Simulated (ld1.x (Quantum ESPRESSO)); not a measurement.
Before and after: TM potential for tellurium (Te)

ld1.x (Quantum ESPRESSO) 7.5 input, shortened:

```
&input
   title='Te', zed=52., rel=1, dft='PW91', iswitch=3,
   config='[Kr] 4d10 5s2 5p3'
 /
 &inputp
   pseudotype=2, tm=.true., lloc=1,
   nlcc=.false.
 /
3
5S  1  0   2.00   0.00  1.70  1.70  0.0
4D  3  2  10.00   0.00  0.85  0.85  0.0
4P  2  1   6.00   0.00  0.90  0.90  0.0
 &test
   configts(1)='4p6 4d10 5s2 5p3'
 /
```

Occupied shells without a wave of their own: 5p. They enter only through the test configuration that unscreens the potential.

Change: all radii scaled by about 1.30 (s 2.22, p 1.18, d 1.10 bohr).

Cutoffs: the cutoffs (Ry, on a coarse ladder) from which the occupation-weighted sum of valence levels, in a spherical-Bessel basis at the reference potential, stays within 10 and 1 mRy of its value at 400 Ry; they do not see the model core or the augmentation charge, which bear on the density cutoff. Errors are all-electron minus pseudo energies relative to the spin-unpolarised reference configuration.

**Question.** How do hardness, ghosts and transferability respond?

**Answer.** Both files keep a bound ghost (s); the miss of the reference levels goes from 0.12 to 0.50 eV; the number of tests that count goes from 7 to 6; of the 6 tests that both files solve, the error grows in 6 and shrinks in 0 by more than 15 % and 0.3 meV (median size 102.8 → 496.8 meV). More of the atom is replaced by a form fitted at one configuration, so other configurations suffer.

```csv
quantity,base,changed
"cutoff, loose",230 Ry,120 Ry
"cutoff, tight",over 300 Ry,200 Ry
loose cutoff by channel (10 mRy a level),"s 21 Ry, d 110 Ry, p 120 Ry","s 18 Ry, d 90 Ry, p 80 Ry"
bound ghosts,s,s
"largest miss of a reference level, eV",0.12,0.50
"tests counted (converged, no solver errors)",7 of 7,6 of 7
"error for 4p6 4d10 5s2 5p4, meV [ΔE -9.78 eV]",+93,+401
"error for 4p6 4d10 5s2 5p2, meV [ΔE 18.00 eV]",-147,-614
"error for 4p6 4d10 5s2 5p4.3, meV [ΔE -11.27 eV]",+112,+483
"error for 4p6 4d10 5s1 5p4, meV [ΔE 9.87 eV]",+113,+511
"error for 4p5 4d10 5s2 5p4, meV [ΔE 113.16 eV]",+11,+604
"error for 4p6 4d10 5s2 5p3.5, meV [ΔE -5.86 eV]",+53,+226
```

Base: ld1.x printed “convergence not achieved” for 7 of the counted tests; their residual had stalled under 1e-8, short of the target of 1e-14. The 5p level has no wave, so the channel is fitted at the deeper level alone: the likely source of the large errors. Changed file: Tests not counted: 4p6 4d10 5s2 5p1 (pseudo-atom not self-consistent, printed error -1.5 eV). ld1.x printed “convergence not achieved” for 6 of the counted tests; their residual had stalled under 1e-8, short of the target of 1e-14. The 5p level has no wave, so the channel is fitted at the deeper level alone: the likely source of the large errors. A true bound ghost makes a file unfit for plane-wave use even where its test errors are small: the radial tests pick states by their node count and pass the ghost by. Where a test does run into it, the solver fails or the error is huge.
